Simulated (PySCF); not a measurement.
B(H)(Cl)(OEt) (C2H6BClO), SMILES B(OCC)Cl.

Geometry optimised at PBE0-D3(BJ)/def2-SVP. This is a generated structure with no PubChem entry under its InChIKey; it may be hypothetical. Other conformers were not sampled.

The numbers are results of PBE0-D3(BJ)/def2-SVP (PySCF), not measurements.

Frequencies are harmonic and unscaled.

Question: Estimate the vibrational spectrum. (An estimate is asked for; the answer gives what the named calculation found.)

Answer: 
```tsv
mode	ν (cm⁻¹)	IR (km/mol)	Raman (Å⁴/amu)	depolarisation	moving atoms (share of kinetic energy)
1	57	1.1	0.6	0.68	O 35 %, H 28 %, C 23 %, B 11 %
2	119	0.1	1.3	0.75	B 31 %, H 25 %, Cl 17 %, C 16 %, O 11 %
3	201	0.8	0.3	0.58	H 59 %, O 19 %, B 10 %, Cl 9 %
4	293	0.3	0.6	0.70	H 57 %, O 14 %, C 12 %, B 11 %
5	361	10.8	2.6	0.24	Cl 32 %, C 30 %, O 20 %, H 17 %
6	455	2.7	0.5	0.70	O 31 %, C 30 %, H 27 %
7	808	10.9	0.9	0.41	H 85 %
8	848	76.7	4.0	0.28	B 49 %, H 29 %, Cl 14 %
9	869	27.2	1.1	0.72	H 62 %, B 34 %
10	903	2.4	4.0	0.36	H 43 %, C 31 %, O 18 %
11	1068	54.7	2.7	0.74	H 49 %, C 32 %, O 12 %
12	1122	20.1	4.8	0.22	H 49 %, C 46 %
13	1137	0.2	3.3	0.64	H 48 %, C 31 %, O 13 %, B 9 %
14	1187	39.5	0.4	0.70	H 57 %, C 34 %
15	1304	60.4	10.8	0.65	H 87 %
16	1370	99.8	1.4	0.19	H 73 %, C 20 %
17	1406	252.9	6.2	0.35	H 57 %, C 25 %, O 9 %, B 9 %
18	1450	244.3	3.3	0.26	H 42 %, B 26 %, O 22 %, C 10 %
19	1455	9.8	17.1	0.72	H 95 %
20	1473	5.9	21.9	0.72	H 93 %
21	1500	62.4	6.1	0.57	H 81 %
22	2637	118.1	67.7	0.18	H 91 %, B 9 %
23	3059	35.5	82.9	0.09	H 95 %
24	3064	8.5	157.1	0.01	H 97 %
25	3122	13.5	110.2	0.66	H 90 %, C 10 %
26	3165	17.7	57.3	0.64	H 90 %, C 10 %
27	3170	11.4	60.9	0.75	H 90 %, C 10 %
```
